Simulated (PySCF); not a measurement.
Molecule: sum formula H$_{4}$SiNO$_{3}$, net charge -1, singlet state. It need not be the lowest isomer of its formula. Whether it binds its extra electron was not tested at this geometry. 
Geometry from a B3LYP-D3(BJ)/def2-TZVP (Ansatz) optimisation:
SMILES: N[Si]([O-])(O)O
```xyz
9

Si     0.1365    -0.0262    -0.0922
O      1.4342    -0.5261    -0.7841
O      0.3860     0.5200     1.5011
O     -0.6471     1.2312    -0.9117
N     -1.2346    -1.1293     0.2013
H      1.3396     0.5627     1.6174
H     -1.5123     1.3704    -0.5157
H     -1.4483    -1.6866    -0.6181
H     -1.0334    -1.7752     0.9558
```
Charge -1, spin multiplicity 1.

Dispersion corrections to the total energy (kcal/mol) from the dftd3 and dftd4 libraries through PySCF: D3(BJ) without and D4 with the three-body term, each with the damping fitted for the functional named.

```json
[
 {"functional": "B2PLYP", "D3(BJ)": "-3.22", "D4": "-3.39"},
 {"functional": "TPSS", "D3(BJ)": "?", "D4": "-6.61"},
 {"functional": "TPSSh", "D3(BJ)": "?", "D4": "-5.97"},
 {"functional": "CAM-B3LYP", "D3(BJ)": "-3.04", "D4": "-4.08"},
 {"functional": "BLYP", "D3(BJ)": "-8.43", "D4": "?"},
 {"functional": "PBE", "D3(BJ)": "-3.92", "D4": "-4.88"},
 {"functional": "PW6B95", "D3(BJ)": "-1.97", "D4": "-4.39"}
]
```

Problem. Fill in the missing entries.

Solution. 
- TPSS, D3(BJ): -4.94
- TPSSh, D3(BJ): -4.52
- BLYP, D4: -10.93
